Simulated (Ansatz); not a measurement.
Conformers of FH4O2Si2, SMILES `O[Si](O)(F)[SiH2]` radical, each relaxed with PBE0-D4/def2-TZVP in Ansatz. CBS adds the triple-zeta coupled-cluster correction to the MP2 limit.

Not all of them had a frequency check.

Conformer A:

```xyz
9

O     1.759    0.319    0.297
Si    0.310   -0.040   -0.369
O     0.025    0.984   -1.597
F     0.422   -1.543   -0.913
Si   -1.455    0.188    1.117
H     2.241   -0.386    0.733
H     0.726    1.147   -2.232
H    -2.794   -0.144    0.562
H    -1.232   -0.526    2.403
```

Conformer B:

Cartesian coordinates in Å:
```
O 0.004 -1.084 1.474
Si 0.202 0.182 0.459
O 1.770 0.203 0.035
F -0.185 1.516 1.251
Si -1.178 0.105 -1.403
H -0.811 -1.138 1.976
H 2.417 -0.082 0.685
H -1.262 1.365 -2.186
H -0.957 -1.065 -2.292
```

(1) Which is lowest in electronic energy at CCSD(T)/CBS (frozen core, def2 sets), and by how much? (Estimate.)

(2) Give the energies relative to B (kJ/mol) with ωB97X-V/def2-TZVPP, r2SCAN/def2-TZVPP, B3LYP/def2-TZVPP, HF/def2-TZVPP, SCS-MP2/def2-TZVPP, HF/CBS(def2), MP2/CBS(def2). (Estimate.)

Results:

(1) The calculation gave: B; A lies 0.6 kJ/mol higher. Gaps under about 2 kJ/mol don't settle the order.

(2) The calculation gave: 
```tsv
level	A
ωB97X-V/def2-TZVPP	0.4
r2SCAN/def2-TZVPP	0.6
B3LYP/def2-TZVPP	0.1
HF/def2-TZVPP	0.2
SCS-MP2/def2-TZVPP	0.5
HF/CBS(def2)	0.4
MP2/CBS(def2)	0.5
```

B3LYP here is the variant with VWN-RPA as its local correlation; programs differ in this.
